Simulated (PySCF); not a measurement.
**Fe¹⁶⁺ (iron, charge +16): Hartree-Fock from Schrödinger to Dirac-Coulomb-Breit**

Occupied: 1s1/2, 2s1/2, 2p1/2, 2p3/2. Hartree-Fock calculated with PySCF 2.14 in an uncontracted even-tempered set (17 s from 1.1 bohr⁻², ratio 2.7; 12 p from 1.3 bohr⁻², ratio 2.7), Gaussian nucleus throughout. NR is non-relativistic, sf-X2C the spin-free one-electron X2C Hamiltonian, X2C adds the bare one-electron spin-orbit term, X2C-SNSO screens it by Boettger's factors, DC is four-component Dirac-Coulomb, and the Gaunt and Breit terms are added at first order (total energies over the DC spinors, levels after relaxing the spinors in that mean field). QED terms are absent. Levels marked empty are virtual spinors of this ion.

| Hamiltonian | E (hartree) | E − E(DC) (hartree) | CPU seconds |
| --- | --- | --- | --- |
| NR | -1139.6441 | 8.7534 | 0.35 |
| sf-X2C | -1148.2159 | 0.1815 | 0.19 |
| X2C | -1148.2380 | 0.1594 | 0.25 |
| X2C-SNSO | -1148.2347 | 0.1627 | 0.24 |
| DC | -1148.3974 | 0.0000 | 10 |
| DC+Gaunt | -1147.9215 | 0.4759 | 18 |
| DC+Breit | -1147.9605 | 0.4369 | 56 |

```csv
level (eV),NR,sf-X2C,X2C,X2C-SNSO,DC,DC+Gaunt,DC+Breit
1s1/2,-7659.3,-7724.2,-7724.1,-7724.1,-7727.3,-7719.5,-7719.9
2s1/2,-1382.2,-1397.4,-1397.4,-1397.4,-1397.7,-1397.1,-1397.1
2p1/2,-1264.5,-1268.2,-1277.9,-1277.1,-1277.2,-1276.1,-1276.2
2p3/2,-1264.5,-1268.2,-1263.5,-1263.9,-1264.1,-1263.3,-1263.4
3s1/2 (empty),-484.58,-488.39,-488.39,-488.39,-488.45,-488.31,-488.32
3p1/2 (empty),-450.89,-452.23,-454.19,-454.03,-454.04,-453.81,-453.85
3p3/2 (empty),-450.89,-452.23,-451.27,-451.35,-451.38,-451.22,-451.26
```

```
interval (eV)    X2C  X2C-SNSO     DC  DC+Gaunt  DC+Breit
2p3/2 − 2p1/2  14.37     13.25  13.12     12.78     12.78
3p3/2 − 3p1/2  2.914     2.688  2.666     2.592     2.592
```

Weight of the small component: 1s1/2 0.00876, 2s1/2 0.00167, 2p1/2 0.00163, 2p3/2 0.00161, 3s1/2 0.000526, 3p1/2 0.000506, 3p3/2 0.000502.

Koopmans' value for the highest occupied level at DC+Breit: 1263.4 eV, against an ionisation energy of 1262.7 ± 0.7 eV (semi-empirical (NIST evaluation); NIST Atomic Spectra Database, ionization energies); the former lacks relaxation, correlation, QED and recoil.

The whole ladder took 88 s of wall time on 1 thread of Neoverse-N1 (shared host), launched as `OMP_NUM_THREADS=1 python relrun2.py TASK.json OUT` (a driver that calls PySCF for each Hamiltonian).

Dirac-Coulomb iterations, started from the X2C spinors:

```
with_ssss True, with_gaunt False, with_breit False
light speed = 137.03599967994
init E= -1147.70439847254
cycle= 1 E= -1148.39742568018  delta_E= -0.693  |g|= 0.155  |ddm|= 0.0177
cycle= 2 E= -1148.39744435304  delta_E= -1.87e-05  |g|= 0.00311  |ddm|= 0.00143
cycle= 3 E= -1148.39744446767  delta_E= -1.15e-07  |g|= 0.000269  |ddm|= 0.000154
cycle= 4 E= -1148.39744446856  delta_E= -8.96e-10  |g|= 1.39e-06  |ddm|= 1.16e-05
```
